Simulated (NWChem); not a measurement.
Molecule: GeNH2Br, singlet; SMILES [Ge]([Br])[NH2]

```xyz
5

Ge     0.4237     1.0083     0.0000
Br    -0.0201    -1.3258     0.0000
N     -1.3099     1.5318     0.0000
H     -2.1087     0.9033     0.0000
H     -1.5756     2.5123     0.0000
```
Atoms are numbered in this order, from 1.

Low-valent species are run as closed-shell singlets; no triplet was tried in these runs. All runs use the structure optimised with PBE0/def2-SVP.

Symmetry labels are those of Cs in the frame above (b1 and b2, or b-type labels, depend on it).

Problem. List the 6 lowest vertical singlet excitations from B3LYP/def2-SVPD, full TDDFT (NWChem).

Solution. 
| state | energy (eV) | oscillator strength | symmetry | leading excitation (squared amplitude) |
|---|---|---|---|---|
| S1 | 4.22 | 0.016 | a" | HOMO → LUMO (0.95) |
| S2 | 4.83 | 0.028 | a' | HOMO−1 → LUMO (0.91) |
| S3 | 4.88 | 0.015 | a" | HOMO−2 → LUMO (0.95) |
| S4 | 5.87 | 0.115 | a' | HOMO → LUMO+1 (0.52) |
| S5 | 5.90 | 0.011 | a" | HOMO−1 → LUMO+1 (0.99) |
| S6 | 5.96 | 0.057 | a' | HOMO−3 → LUMO (0.59) |
